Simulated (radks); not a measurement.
Results of a calculation; reference values are marked as such.
Dipole-allowed excitations along the series with 28 electrons in [Ar] 3d10. Level of theory: scalar-relativistic Kohn-Sham, LDA (Slater exchange, VWN5 correlation), spin-unpolarised, spherical densities, finite nucleus; Fermi nuclear charge, rms radius of each element as measured or else 0.836 A^(1/3) + 0.57 fm (a radial shooting solver on a logarithmic mesh with Libxc functionals). Time-dependent linear response with the Hartree and adiabatic LDA kernel, continuum included through the Sternheimer equations, no spin-orbit coupling, so fine structure and intercombination lines are absent. Lines are the poles of the dipole polarisability below minus the highest occupied eigenvalue, found on a grid refined at the orbital gaps; the lowest seven at most are given, and weak or close lines can be missed. The first line takes the name of the lowest orbital gap if no other gap lies below it; otherwise a line is named after a gap within 0.6 % of it, if that gap stands alone.

\begin{tabular}{lrrrrrrr}
species & -e(HOMO) (eV) & lowest orbital gap (eV) & first line (eV) & f & strongest line (eV) & its f & static alpha (bohr^3) \\ \hline
Rh17+ & 712.03 & 3d-4p 321.41 & 324.03 (3d-4p) & 0.479 & 451.59 (unassigned) & 3.95 & 0.03668 \\
Pd18+ & 782.78 & 3d-4p 352.57 & 355.35 (3d-4p) & 0.472 & 491.09 (unassigned) & 4.22 & 0.03169 \\
Ag19+ & 856.61 & 3d-4p 385.02 & 387.97 (3d-4p) & 0.463 & 531.90 (unassigned) & 4.51 & 0.02755 \\
Cd20+ & 933.54 & 3d-4p 418.77 & 421.88 (3d-4p) & 0.459 & 573.94 (unassigned) & 4.76 & 0.02407 \\
In21+ & 1013.5 & 3d-4p 453.81 & 457.08 (3d-4p) & 0.454 & 616.74 (unassigned) & 3.92 & 0.02115 \\
Sn22+ & 1096.6 & 3d-4p 490.14 & 493.58 (3d-4p) & 0.449 & 663.37 (unassigned) & 3.19 & 0.01866 \\
\end{tabular}
